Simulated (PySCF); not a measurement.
Predicted microwave data (PBE0/pcSseg-1 in PySCF (dipole) on a GFN2-xTB geometry, gas phase) for one isomer of C4H12O2Si2:

```
Rotational constants : A = 1902, B = 998.2, C = 731.0 MHz
Dipole components    : |μa| = 2.17 D, |μb| = 0.49 D, |μc| = 0.84 D
Inertial defect      : -80.61 u·Å²
κ                    : -0.54
```

**Question.** Which candidate fits, each taken in the one conformer that was computed?
A. `[CH3:1][CH:2]([CH3:3])[C:4](=[O:5])[O:6][SiH2:7][SiH3:8]` with C1–C2–C4–O5 119°, C2–C4–O6–Si7 180°, C4–O6–Si7–Si8 0°
B. `[CH3:1][SiH2:2][O:3][Si@@H:4]([CH3:5])[C:6]([CH3:7])=[O:8]` with C1–Si2–O3–Si4 -55°, Si2–O3–Si4–C5 -128°, O3–Si4–C6–C7 178°
C. `[CH3:1][CH2:2][C:3](=[O:4])[CH2:5][O:6][SiH2:7][SiH3:8]` with C1–C2–C3–O4 -13°, C2–C3–C5–O6 172°, C3–C5–O6–Si7 12°, C5–O6–Si7–Si8 58°
D. `[CH3:1][C:2](=[O:3])[CH2:4][SiH2:5][CH2:6][SiH2:7][OH:8]` with C1–C2–C4–Si5 -95°, C2–C4–Si5–C6 -53°, C4–Si5–C6–Si7 -64°, Si5–C6–Si7–O8 179°, C6–Si7–O8–H -61°
E. `[CH2:1]=[CH:2][O:3][Si@:4]([OH:5])([SiH3:6])[CH2:7][CH3:8]` with C1–C2–O3–Si4 -4°, C2–O3–Si4–O5 174°, O3–Si4–O5–H 41°, O3–Si4–C7–C8 -43°
F. `[CH3:1][O:2][CH2:3][SiH2:4][SiH2:5][C:6]([CH3:7])=[O:8]` with C1–O2–C3–Si4 -171°, O2–C3–Si4–Si5 39°, C3–Si4–Si5–C6 25°, Si4–Si5–C6–C7 -132°

**Answer.** B. It is C[SiH2]O[Si@@H](C)C(C)=O, an asymmetric top, point group C1. The candidates at the same level (rigid rotor, commonest isotopes):

```tsv
SMILES	A (MHz)	B (MHz)	C (MHz)	μa (D)	μb (D)	μc (D)	Δ (u·Å²)	point group	rotor
C=CO[Si@](O)([SiH3])CC	1396	1215	892.0	1.68	0.04	0.08	-211.30	C1	asymmetric top
CC(C)C(=O)O[SiH2][SiH3]	2755	786.6	715.6	1.52	1.43	0.00	-119.68	Cs	near-prolate asymmetric top
COC[SiH2][SiH2]C(C)=O	1501	1294	861.0	0.12	1.17	1.38	-140.23	C1	asymmetric top
CCC(=O)CO[SiH2][SiH3]	2177	857.9	687.1	3.95	0.79	1.13	-85.75	C1	asymmetric top
C[SiH2]O[Si@@H](C)C(C)=O	1902	998.2	731.0	2.17	0.49	0.84	-80.61	C1	asymmetric top
CC(=O)C[SiH2]C[SiH2]O	2282	745.4	629.5	2.47	1.19	0.59	-96.59	C1	asymmetric top
```

`C=CO[Si@](O)([SiH3])CC` has A 27 % too low; `CC(=O)C[SiH2]C[SiH2]O` has B 25 % too low; `CC(C)C(=O)O[SiH2][SiH3]` has A 45 % too high; `COC[SiH2][SiH2]C(C)=O` has B 30 % too high; `CCC(=O)CO[SiH2][SiH3]` has A 14 % too high. No structure here is proved a minimum.
